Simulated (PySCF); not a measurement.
A GIAO shielding run with PySCF 2.14 (density fitting, non-relativistic, gas phase) on SMILES C=C(SC)[Si](C)(C)C, C₆H₁₄SSi:

```
$ OMP_NUM_THREADS=1 python probes_run.py task.json out

{"job": {"kind": "nmr", "xc": "PBE0", "basis": "pcSseg-1"}, "charge": 0, "multiplicity": 1}
C      1.396146     0.392628    -1.419961
C      0.822036     0.057589    -0.271505
S      1.724210    -0.302652     1.203088
C      3.466600    -0.053931     0.749466
Si    -1.060070    -0.063895     0.009055
C     -1.537800     1.271723     1.282942
C     -1.458317    -1.802552     0.679775
C     -1.978240     0.235799    -1.632564
H      0.788946     0.603587    -2.282899
H      2.460799     0.472862    -1.566108
H      3.752018    -0.761356    -0.023798
H      4.036662    -0.241467     1.653861
H      3.618104     0.969638     0.419005
H     -1.336651     2.270084     0.905370
H     -0.969871     1.146175     2.199478
H     -2.592401     1.220292     1.535235
H     -2.508776    -1.893716     0.938544
H     -0.875987    -2.011786     1.571680
H     -1.229992    -2.573188    -0.050665
H     -3.048552     0.137046    -1.485105
H     -1.685960    -0.477846    -2.395913
H     -1.793313     1.232339    -2.019829
```

Hardware: 1 thread of an Arm Neoverse N1, shared host. The job also computes population analyses, field gradients.

Problem. How large is the calculation?

Solution. 80 electrons, 220 basis functions and 1184 auxiliary functions.

Problem. How long does it take, and how much memory does it need?

Solution. 110 s of wall time, with 14 SCF cycles and 5 response iterations; peak memory 1.1 GiB. Times on a shared host scatter by some tens of per cent.
